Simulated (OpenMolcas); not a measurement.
**B III: RASPT2 settings compared**

```yaml
Program: OpenMolcas
Basis: ANO-RCC-VQZP [5s4p3d2f1g]
Scalar_Hamiltonian: DKH2, point nucleus
Active_space: 1 electron in 9 orbitals (RAS2 2s 2p; RAS3 3d, at most 1 electron)
State_averaging: 2S+1 = 2 even, 1 root; 2S+1 = 2 odd, 3 roots
Spin-orbit_coupling: RASSI with atomic mean-field integrals over the reference wave functions, term energies averaged over their components
```

Methods on the same reference wave functions:
A. RASSCF
B. SS-RASPT2, IPEA 0 Eh, sigma2 regulariser 0.15 Eh (closed shells correlated: 1s)
C. SS-RASPT2, IPEA 0.3 Eh, sigma1 regulariser 0.3 Eh (closed shells correlated: 1s)
D. XMS-RASPT2, IPEA 0.5 Eh, real shift 0.15 Eh (closed shells correlated: 1s)

Energies in cm⁻¹ above 2s ²S_1/2, the measured ground level; measured values from Moore, Atomic Energy Levels, vol. I, NSRDS-NBS 35 (1971 reprint of NBS Circular 467, 1949).

```
     Level      A      B      C      D  Measured
 2s ²S_1/2    0.0    0.0    0.0    0.0       0.0
2p ²P°_1/2  48887  48552  48554  48537     48358
2p ²P°_3/2  48917  48583  48585  48567     48393
```

Deviations, from unrounded energies. A percentage is the sum of absolute deviations over the sum of measured energies, with the sign that they share, or ± where signs differ.

```json
{"Against measurement": "mean absolute deviation (cm-1)", "Levels": "2", "A": "530", "B": "190", "C": "190", "D": "180"}
{"Against measurement": "other configurations (%)", "Levels": "2", "A": "+1.1", "B": "+0.4", "C": "+0.4", "D": "+0.4"}
```

D lies closest to measurement on these levels and A furthest from it. The largest miss of D in the table is 2p ²P°_1/2, by +180 cm-1. The ranking rests on the paired levels alone, and a cruder setting can come out closer through cancelling errors.

Among B to D the level of the table that moves most is 2p ²P°_1/2, by 17 cm-1 (lowest in D, highest in C).

The lowest spin-free term lies below A's lowest term by 0.036 hartree in B, 0.036 hartree in C, 0.036 hartree in D.

With one active electron outside closed inactive shells, the extra shells (3d) add no correlation to the reference. With one active electron the reference holds no correlation, so core polarisation is missing (holds for A). With one active electron, CASPT2 adds the correlation within the correlated inactive shells and between them and that electron, and leaves the splitting within a term as the reference gives it (holds for B; C; D). Computed and measured levels are paired by configuration, term and J; levels that our copy of the source lacks, or whose pairing is in doubt (as where it misses far off the trend of its configuration), stay unpaired and out of the deviations. Levels of configurations outside the active space are missing.

° marks odd parity.
